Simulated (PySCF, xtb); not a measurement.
SrF2, SMILES [F][Sr][F].

Harmonic wavenumbers (cm⁻¹) from GFN2-xTB (xtb) at its own minimum, in rising order: 119, 339, 347.

What does PBE-D3(BJ)/def2-TZVP (PySCF) give at its own minimum? (Estimate from the structure and the level; the computed values follow.)

92, 469, 469. Paired by order, the mean absolute difference is 93 cm⁻¹ and the zero-point energies are 1.2 and 1.5 kcal/mol.
